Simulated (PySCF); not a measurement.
# Bromine: a sound run and one with changed settings

Sound run: Br [Ar] 3d10 4s2 4p5, Br⁺ [Ar] 3d10 4s2 4p4. Computed with PySCF 2.14 in pcseg-2 (6s5p3d1f, 43 functions), with no relativity, point nucleus. In the sound run the correlated levels freeze [Ar] 3d10. The sound run starts from symmetry-adapted Hartree-Fock orbitals and uses a fine grid where one is needed.

Changed run: a valence shell is frozen. This setting is unsound on purpose.

| species | method | sound run (hartree) | changed run (hartree) | converged |
| --- | --- | --- | --- | --- |
| Br | MP2 | -2572.55039 | -2572.49861 | yes |
| Br | CCSD(T) | -2572.57457 | -2572.50944 | yes |
| Br⁺ | MP2 | -2572.12502 | -2572.06918 | yes |
| Br⁺ | CCSD(T) | -2572.14801 | -2572.07814 | yes |

Ionisation energy of Br:

| method | sound run (eV) | changed run (eV) |
| --- | --- | --- |
| UHF | 10.767 | 10.767 |
| MP2 | 11.575 | 11.685 |
| SCS-MP2 | 11.572 | 11.745 |
| CCSD | 11.575 | 11.695 |
| CCSD(T) | 11.607 | 11.736 |

Freezing a valence shell removes pair correlation that changes on ionisation.

For comparison, NIST gives 11.814 eV between the lowest levels.
